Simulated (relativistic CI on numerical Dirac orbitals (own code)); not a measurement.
**What each ingredient does to the levels of Dy³⁸⁺**

Base calculation: Dirac-Coulomb-Breit CI, orbitals from a KLI potential per configuration, a model potential for QED, unscaled Slater integrals.

Configuration list (outside the closed core [Ne]): 3s2.3p6.3d10, 3s2.3p6.3d9.4s, 3s2.3p6.3d9.4p, 3s2.3p6.3d9.4d, 3s2.3p5.3d10.4s, 3s2.3p6.3d9.4f, 3s2.3p5.3d10.4p, 3s2.3p6.3d8.4s2, 3s2.3p6.3d8.4s.4p, 3s2.3p5.3d10.4d, 3s.3p6.3d10.4s, 3s2.3p6.3d9.5s, 3s2.3p6.3d8.4p2, 3s2.3p6.3d8.4s.4d, 3s2.3p6.3d9.5p, 3s2.3p5.3d10.4f, 3s.3p6.3d10.4p, 3s2.3p6.3d9.5d, 3s2.3p6.3d8.4p.4d, 3s2.3p5.3d9.4s2, 3s2.3p6.3d9.5f, 3s2.3p6.3d9.5g, 3s2.3p5.3d9.4s.4p, 3s.3p6.3d10.4d, 3s2.3p6.3d8.4d2, 3s2.3p5.3d9.4p2, 3s2.3p5.3d9.4s.4d, 3s2.3p6.3d9.6s, 3s.3p6.3d9.4s2, 3s.3p6.3d10.4f, 3s2.3p6.3d9.6p, 3s2.3p5.3d10.5s, 3s2.3p6.3d9.6d, 3s2.3p5.3d9.4p.4d, 3s2.3p4.3d10.4s2, 3s2.3p5.3d10.5p. Levels of other configurations are missing.

Variants: (1) only the first 3 configurations; (2) non-relativistic limit. Shifts of the energy above 3s2.3p6.3d10 1S_0, in eV, for the lowest level and the first level of each name with at least 55 % of one term (blank where a level changes its place among those of its configuration and J or its character, or is not in the variant):

```tsv
Level	Base	Δ(1)	Δ(2)
3s2.3p6.3d10 1S_0	0.00	0.00	0.00
3s2.3p6.3d9.4s 3D_3	1129.12	-0.76	+97.46
3s2.3p6.3d9.4s 1D_2	1130.67	-0.79	
3s2.3p6.3d9.4s 3D_1	1166.93	-0.78	+59.65
3s2.3p6.3d9.4s 3D_2	1167.97	-0.84	
3s2.3p6.3d9.4p 3F°_2	1245.12	-0.90	+50.93
3s2.3p6.3d9.4p 3F°_4	1263.25	-0.88	+32.80
3s2.3p6.3d9.4p 1P°_1	1265.88	-0.44	
3s2.3p6.3d9.4p 3D°_3	1267.60	-1.02	
3s2.3p6.3d9.4p 3P°_0	1298.12	-0.51	-5.28
3s2.3p6.3d9.4d 1P_1	1395.94		+18.59
3s2.3p6.3d9.4d 3G_5	1397.21		+16.96
3s2.3p6.3d9.4d 3D_3	1400.47		+15.54
3s2.3p6.3d9.4d 3F_4	1402.06
```

At this charge energies of transitions that change n are usually good to better than 1 %, and those within a shell (Δn = 0) to a few per cent.

Ionisation energy from the two ground configurations alone: base 2882.92 eV. The NIST ASD value (theoretical) is 2882 eV.

LS names give the leading component of a level, which can be under half, so a name can repeat, a term be missing and a line seem to break the LS rules.
